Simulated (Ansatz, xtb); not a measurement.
**Two structures of CH3F4NbO**

Structure a is a singlet given by its coordinates and structure b is a singlet given by its coordinates. Both are isolated molecules in the gas phase, relaxed with PBE0-D4/def2-SVP.

a (Å):

```xyz
10

C    -1.7251   -0.3243    0.0998
F     1.3237    1.7982   -0.5736
F     0.5042    4.2518   -0.3802
F    -1.4453    3.0395   -1.5874
F    -0.7454    3.0267    1.5346
Nb   -0.3130    2.5724   -0.2037
O    -1.1193    0.9166   -0.0300
H    -2.5346   -0.4281   -0.6409
H    -2.1497   -0.4328    1.1111
H    -0.9851   -1.1243   -0.0649
```

Close contacts (Å): C1–O7 1.39, F2–Nb6 1.85, F3–Nb6 1.88, F4–Nb6 1.85, F5–Nb6 1.85, Nb6–O7 1.85, C1–H8 1.10, C1–H9 1.10, C1–H10 1.10.

b (Å):

```tsv
atom	x (Å)	y (Å)	z (Å)
C	-0.5779	0.2404	0.6555
F	2.8828	-1.5338	-0.3758
F	3.1069	1.0571	2.1858
F	3.4513	0.9416	-0.3293
F	2.9506	-1.4798	2.1632
Nb	2.5919	-0.1798	0.8813
O	0.8060	0.0758	0.7722
H	-1.0687	-0.1288	1.5680
H	-0.8090	1.3073	0.5197
H	-0.9418	-0.3281	-0.2133
```

Close contacts (Å): C1–O7 1.40, F2–Nb6 1.87, F3–Nb6 1.87, F4–Nb6 1.86, F5–Nb6 1.86, Nb6–O7 1.81, C1–H8 1.10, C1–H9 1.10, C1–H10 1.10.

Question: Estimate which is lower in electronic energy at CCSD(T)/def2-SVP + ΔMP2/def2-TZVPP, and by roughly how much.

Answer: CCSD(T)/def2-SVP + ΔMP2/def2-TZVPP gives E(b) − E(a) = +0.001 eV, slightly favouring structure a, which is too small a margin to settle the true order.

The same difference at several levels:

| level | geometry | E(b) − E(a) (eV) | departure from the last row (eV) | job, with rough time for the two |
| --- | --- | --- | --- | --- |
| PBE0-D4/def2-SVP | PBE0-D4/def2-SVP | −0.003 | −0.004 | optimisation, 83 s |
| HF/def2-SVP | PBE0-D4/def2-SVP | −0.118 | −0.119 | part of the CCSD(T) run |
| MP2/def2-SVP | PBE0-D4/def2-SVP | −0.049 | −0.050 | part of the CCSD(T) run |
| CCSD(T)/def2-SVP | PBE0-D4/def2-SVP | −0.045 | −0.046 | single point |
| CCSD(T)/def2-SVP + ΔMP2/def2-TZVPP | PBE0-D4/def2-SVP | +0.001 |  | single point, 3.3 min |

The largest departure from CCSD(T)/def2-SVP + ΔMP2/def2-TZVPP is that of HF/def2-SVP, 0.119 eV. A small imaginary or near-zero mode remains, so no thermal terms are given. Levels run at GFN2-xTB geometries aren't shown. The last row adds to CCSD(T) the change of the MP2 difference between the two basis sets, here +0.046 eV.

The correlated steps freeze 6 core orbitals. Atoms past krypton carry core potentials in the def2 sets and no spin–orbit term is included. Run with Ansatz 0.2.0, xtb 6.7.1; the last row on 2 threads of Arm Neoverse V1 on a shared host.
